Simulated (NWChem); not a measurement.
System: CH3BrSi, singlet; SMILES C[Si]Br

```xyz
6

Si    -0.7754     1.1187     0.0000
Br     0.0565    -0.9945     0.0000
C      0.8710     2.0658     0.0000
H      0.7026     3.1547     0.0000
H      1.4749     1.7986    -0.8851
H      1.4749     1.7986     0.8851
```
Atoms are numbered in this order, from 1.

Low-valent species are run as closed-shell singlets; no triplet was tried in these runs. Coordinates come from a PBE0/def2-SVP optimisation.

Symmetry labels are those of Cs in the frame above (b1 and b2, or b-type labels, depend on it).

Problem. List the 4 lowest vertical singlet excitations from PBE0/def2-SVPD, TDA (NWChem).

Solution. 
| state | energy (eV) | oscillator strength | symmetry | leading excitation (squared amplitude) |
|---|---|---|---|---|
| S1 | 2.93 | 0.024 | a" | HOMO → LUMO (0.97) |
| S2 | 4.56 | 0.008 | a" | HOMO−1 → LUMO (0.98) |
| S3 | 5.15 | 0.003 | a' | HOMO−2 → LUMO (0.76) |
| S4 | 5.62 | 0.000 | a" | HOMO−3 → LUMO (0.99) |
